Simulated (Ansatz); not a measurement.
C2H6AlF, triplet, geometry from GFN2-xTB of the parent state (such geometries of metal compounds can be far from the true shape) (a higher spin typed on purpose: for a closed-shell molecule this is an excited state); PBE/def2-SV(P) (Ansatz, a program for electronic structure).

Ansatz was given this input:
Ansatz 0.2 input:
```yaml
crystal:
  periodic: [false, false, false]
  atoms:
    - {symbol: Al, position_ang: [-0.01873622, 0.01128456, -0.01949987]}
    - {symbol: C, position_ang: [1.82868265, -0.13941676, -0.74158589]}
    - {symbol: H, position_ang: [2.23712794, -1.14909666, -0.65766910]}
    - {symbol: H, position_ang: [2.53495403, 0.51967783, -0.23045799]}
    - {symbol: H, position_ang: [1.84292245, 0.13399660, -1.80155726]}
    - {symbol: C, position_ang: [-0.74425394, -0.52313267, 1.75297945]}
    - {symbol: H, position_ang: [-1.55785866, -1.24709688, 1.64474875]}
    - {symbol: H, position_ang: [-1.17283915, 0.33536843, 2.27920618]}
    - {symbol: H, position_ang: [0.00348516, -0.96852525, 2.41114294]}
    - {symbol: F, position_ang: [-1.12786591, 0.68936370, -1.05114186]}
basis:
  gaussian:
    orbitals: def2-SV_P_.json
hamiltonian:
  xc: pbe
magnetization: {spin_polarized: true, initial_magnetization: 2}
```
The basis file holds def2-SV(P) in the JSON format of the Basis Set Exchange.

**Question.** Write the output that Ansatz gives for this input, abridged.

**Answer.** 
```
Functional definition: PBE
957 factors; their error is unknown
mean field evaluation 1: about -11454.0570 eV, gradient 5.0e1 eV
mean field evaluation 2: about -11439.7969 eV, gradient 6.7e1 eV
mean field evaluation 4: about -11466.2007 eV, gradient 1.4e1 eV
mean field evaluation 8: about -11466.9853 eV, gradient 3.4e-1 eV
mean field evaluation 16: about -11466.9402 eV, gradient 1.5e-4 eV
mean field evaluation 32: about -11462.5110 eV, gradient 7.4e0 eV
mean field -11466.94015867 eV, -421.4022782601 hartree, gradient 3.0e-5 eV, S^2 2.001769; 6 other end points of the search recorded, 0 dependent functions left out
reference -11466.94020186 eV, -421.4022798470 hartree; 21, 19 occupied and 51, 53 virtual orbitals, 957 factors
Total energy: -11466.94020186 eV, -421.4022798470 hartree
```
